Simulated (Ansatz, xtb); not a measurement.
# Relative energy of two structures of C2H5GeO

Structure a: `C[CH2][Ge]=[O]`, a doublet. Structure b: a doublet given by its coordinates. Both are isolated molecules in the gas phase, relaxed with BLYP-D3(BJ)/def2-SVP; the shapes shown needn't be the lowest conformers.

a (Å):

```xyz
9

C     0.2725   -0.7640    0.1288
C    -0.7683    0.3372    0.2976
Ge   -2.7746   -0.3495    0.2352
O    -3.8302    0.9523    0.4274
H     0.1733   -1.2840   -0.8455
H     0.2015   -1.5293    0.9280
H     1.2995   -0.3397    0.1712
H    -0.7614    1.0980   -0.5085
H    -0.7326    0.8509    1.2792
```

b (Å):

```xyz
9

C     0.1177    0.7543    0.0563
C     0.3461    1.5676   -1.0789
Ge    1.9000   -0.1812   -1.1377
O     0.6743   -1.1938   -2.1097
H     1.1359   -1.9365   -2.5485
H     0.4981    1.0443    1.0474
H    -0.6255   -0.0548    0.0201
H     0.9094    2.5095   -0.9976
H    -0.2178    1.3976   -2.0071
```

Close contacts (Å): C1–C2 1.42, C1–Ge3 2.34, C2–Ge3 2.34, Ge3–O4 1.86, C1–H6 1.10, C1–H7 1.10, C2–H8 1.10, C2–H9 1.10, O4–H5 0.98.

Question: Estimate E(b) − E(a) at the level CCSD(T)/def2-SVP + ΔMP2/def2-TZVPP.

Answer: Calculated at CCSD(T)/def2-SVP + ΔMP2/def2-TZVPP: E(b) − E(a) = −39.4 kJ/mol, so structure b lies lower.

How the difference moves with the method:

| level | geometry | E(b) − E(a) (kJ/mol) | departure from the last row (kJ/mol) | job, with rough time for the two |
| --- | --- | --- | --- | --- |
| GFN2-xTB | GFN2-xTB | +28.0 | +67.4 | optimisation, 1.7 s |
| HF/STO-3G | GFN2-xTB | +131.7 | +171.1 | single point, 13 s |
| r2SCAN-D4/def2-SVP | GFN2-xTB | −35.1 | +4.3 | single point, 17 s |
| BLYP-D3(BJ)/def2-SVP | BLYP-D3(BJ)/def2-SVP | −14.6 | +24.8 | optimisation, 2.2 min |
| HF/def2-SVP | BLYP-D3(BJ)/def2-SVP | −18.3 | +21.1 | part of the CCSD(T) run |
| MP2/def2-SVP | BLYP-D3(BJ)/def2-SVP | −88.9 | −49.5 | part of the CCSD(T) run |
| CCSD(T)/def2-SVP | BLYP-D3(BJ)/def2-SVP | −10.1 | +29.3 | single point |
| CCSD(T)/def2-SVP + ΔMP2/def2-TZVPP | BLYP-D3(BJ)/def2-SVP | −39.4 |  | single point, 6.6 min |

GFN2-xTB, HF/STO-3G put the two in the other order. The largest departure from CCSD(T)/def2-SVP + ΔMP2/def2-TZVPP is that of HF/STO-3G, 171.1 kJ/mol. The last row adds to CCSD(T) the change of the MP2 difference between the two basis sets, here −29.3 kJ/mol, a large step that makes the value less sure.

With harmonic frequencies from BLYP-D3(BJ)/def2-SVP (ideal gas, rigid rotor, one conformer each, 1000 K, 1 atm): on the last row, ΔE + ΔZPE = −42.4 kJ/mol. A mode under 50 cm⁻¹ makes harmonic enthalpies and free energies unreliable, so none is given.

The T1 diagnostic of structure a is large, so the coupled-cluster value is less sure. Open shells are spin-unrestricted, with notable spin contamination under HF/STO-3G. The correlated steps freeze 12 core orbitals; the filled d shell of Ge is correlated, in a basis made for valence electrons. Run with Ansatz 0.2.0, xtb 6.7.1; the last row on 2 threads of Intel(R) Xeon(R) Processor @ 2.50GHz (Skylake/Cascade Lake) on a shared host.
